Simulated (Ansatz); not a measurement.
Cost and result for the atomization energy of GaH$_{10}$NOSi$_{2}$Sn, SMILES `[NH2][Sn@@H]([GaH2])[Si@H](O)[SiH3]` (16 atoms, 15 bonds).

```csv
atom,x (Å),y (Å),z (Å)
N1,-0.357,2.201,0.201
Sn2,-1.150,0.379,0.711
Ga3,-3.042,-0.144,-1.021
Si4,0.910,-1.175,0.631
O5,1.851,-1.078,1.996
Si6,2.218,-0.497,-1.183
H7,0.326,2.534,0.871
H8,-1.058,2.926,0.107
H9,-1.779,0.402,2.326
H10,-3.752,-1.548,-1.024
H11,-3.474,0.931,-2.085
H12,0.429,-2.575,0.419
H13,1.436,-1.305,2.830
H14,3.359,-1.423,-1.424
H15,1.340,-0.503,-2.386
H16,2.742,0.875,-0.969
```

Charge 0, multiplicity 1. Correlated methods include outer-core shells of Ga, Sn, which these sets cover unevenly. Scalar relativity is left out up to krypton. Sn takes the def2 core potential. All single points use the PBE0-D4/def2-TZVP geometry. It is one conformer, not always the lowest. Program: Ansatz. All runs use 2 threads of an AMD EPYC 7R13 on a shared host and a share of an NVIDIA H100 80 GB. Times are those of one run each, without the atoms' runs, and a repeat can differ threefold. Electronic energies, without spin–orbit coupling; frozen cores. CCSD(T)/CBS adds CCSD(T) − MP2 in def2-TZVPP to the MP2 limit, and its time is that of the two runs behind it. T1 = 0.014. With those shells the extrapolation isn't a true limit. HSE06 is the plane-wave form, built on full-range PBE exchange.

CCSD(T)/CBS is a level of theory with its own doubt, some kJ/mol a heavy atom from the limit and from the frozen cores, so smaller differences don't rank the functionals.

| level | functions | wall time | atomization (kcal/mol) | difference from CCSD(T)/CBS | per bond |
| --- | --- | --- | --- | --- | --- |
| LDA (SPW92)/def2-TZVPP | 384 | 2.1 s | 1250.0 | 136.3 | 9.1 |
| revPBE-D4/def2-TZVPP | 384 | 2.4 s | 1079.2 | -34.5 | -2.3 |
| PBE-D4/def2-TZVPP (with forces) | 384 | 2.5 s | 1103.7 | -10.0 | -0.7 |
| r2SCAN-D4/def2-TZVPP (with forces) | 384 | 3 s | 1103.0 | -10.7 | -0.7 |
| HSE06-D4/def2-TZVPP | 384 | 3 s | 1091.3 | -22.4 | -1.5 |
| B97M-V/def2-TZVPP | 384 | 3.2 s | 1113.3 | -0.4 | 0.0 |
| CCSD(T)/def2-SVP | 172 | 3.3 s | 1014.1 | -99.6 | -6.6 |
| PBE-QIDH/def2-TZVPP | 384 | 3.5 s | 1087.2 | -26.5 | -1.8 |
| ωB97X-V/def2-TZVPP | 384 | 4 s | 1116.0 | 2.3 | 0.2 |
| r2SCANh-D4/def2-TZVPP | 384 | 4.2 s | 1096.7 | -17.0 | -1.1 |
| MP2/def2-QZVPP | 725 | 8.5 s | 1097.6 | -16.1 | -1.1 |
| CCSD(T)/def2-TZVPP | 384 | 20 s | 1079.9 | -33.8 | -2.3 |
| CCSD(T)/CBS(def2) | – | 28 s | 1113.7 | 0.0 | 0.0 |

From r2SCAN to r2SCAN0 (25 % exact exchange), in def2-TZVPP and without D4, the atomization energy moves by −15.7 kcal/mol: exact exchange takes away binding that semilocal exchange gives to molecules. In def2-TZVPP, CCSD(T) changes the Hartree–Fock value by +303.7 kcal/mol (the triples alone add +15.4 kcal/mol) and MP2 by +301.2 kcal/mol; breaking electron pairs costs correlation energy, which Hartree–Fock lacks. At CCSD(T), def2-SVP lies −99.6 kcal/mol from the extrapolated value and def2-TZVPP −33.8 kcal/mol: correlation converges slowly with the basis, and small sets miss more of it in the bonded molecule than in its fragments.

Spin–orbit coupling would lower the free Sn atoms strongly, and the atomization energy with them, by more than many differences here. For some Ge, Se and Sn compounds the MP2-based and the directly extrapolated limit differ by 10 to 25 kJ/mol.
